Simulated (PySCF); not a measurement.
Species: CH10GeSi2.
Numbering: `[CH3:1][GeH2:2][SiH2:3][SiH3:4]`

A calculation gives these core lines: C 1s: 290.23 eV; Si 1s: 1845.80 (area 1), 1846.14 (area 1) eV; Si 2p3/2: 106.12 (area 1), 106.42 (area 1) eV.

Level of theory: PySCF, delta-SCF UKS SCAN, pcX-2 on the ionised atom, pcseg-1 elsewhere, spin-free X2C. The structure is a single PBE0-D3(BJ)/def2-SVP conformer in the gas phase; no vibrational or solvent corrections.

Problem. Order the silicon atoms by Si 1s binding energy.

Solution. 1845.80 eV: Si3 (SiH2 silicon); 1846.14 eV: Si4 (SiH3 silicon). Lowest listed Si 1s: Si3, bonded to 2 H, Ge and Si. Highest, 0.34 eV above it: Si4, bonded to 3 H and Si. Summing the Pauling electronegativity differences to the bonded atoms, each weighted by its formal bond order, gives +0.71 for the lowest site and +0.90 for the highest.

Problem. Order the silicon atoms by Si 2p3/2 binding energy.

Solution. 106.12 eV: Si3 (SiH2 silicon); 106.42 eV: Si4 (SiH3 silicon). Lowest listed Si 2p3/2: Si3, bonded to 2 H, Ge and Si. Highest, 0.30 eV above it: Si4, bonded to 3 H and Si. Summing the Pauling electronegativity differences to the bonded atoms, each weighted by its formal bond order, gives +0.71 for the lowest site and +0.90 for the highest.

Bonded neighbours of each site: C1: 3 H and Ge; Si3: 2 H, Ge and Si; Si4: 3 H and Si.

Problem. Which effective nuclear charge Zeff reproduces each element's mean 1s value in the hydrogen-like formula E = 13.606 eV × Zeff²?

Solution. C (Z = 6): mean 290.2 eV, Zeff = 4.62, Z − Zeff = 1.38; Si (Z = 14): mean 1846.0 eV, Zeff = 11.65, Z − Zeff = 2.35. Means run over the listed sites, weighted by atom count.

Spin–orbit coupling isn't in the SCF: each 2p doublet comes from a relaxed spin-free hole plus a matrix of the shell (mean-field spin–orbit coupling and the ground-state 2p splitting), with 2p3/2 averaged over its two sublevels. 2p1/2 minus 2p3/2 (ligand field included): Si 0.62 eV. No level of germanium is listed.

The values belong to the conformer `[CH3:1][GeH2:2][SiH2:3][SiH3:4]`: C1–Ge2–Si3–Si4 -59°.
